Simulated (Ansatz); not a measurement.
A made-up structure of CH$_{2}$BSe (charge +1), closed shell:

C1  (-0.331, 0.615, -0.364)
B2  (0.359, -0.667, 0.395)
Se3  (1.180, -2.192, 1.299)
H4  (-0.062, 1.769, -0.066)
H5  (-1.146, 0.476, -1.264)
(Å)

It is relaxed with PBE-D4/def2-SVP and then PBE0-D4/def2-TZVP (Ansatz 0.2.0). Atoms count as bonded within 1.22 times the sum of their covalent radii (H–H: 0.88 Å). The end point is not checked to be a true minimum.

**Question.** Does its bonding change? (Judge from chemistry; the calculation decides.)

**Answer.** The calculation gives: No: no bond forms or breaks.

Where it ends: The first stage lowers the energy by 1.11 eV in 4 steps. It ends as CH₂BSe ([CH2][B][Se]), total charge +1:
```csv
atom,x (Å),y (Å),z (Å)
C1,-0.2956,0.5492,-0.3254
B2,0.3206,-0.5958,0.3530
Se3,1.0536,-1.9574,1.1597
H4,-0.0552,1.5795,-0.0587
H5,-1.0234,0.4245,-1.1286
```

Labels in which every atom is bracketed show which atoms are joined, not bond orders.

For scale, one of the runs: PBE0-D4/def2-TZVP relaxation, 122 basis functions, launched by `ansatz run in.yaml --threads 2 --pin off --events-out ev --progress --plain --max-ram 4352MiB`. Hardware: 2 CPU threads of an Intel Xeon Platinum 8488C, shared host. Wall time about 10 s.
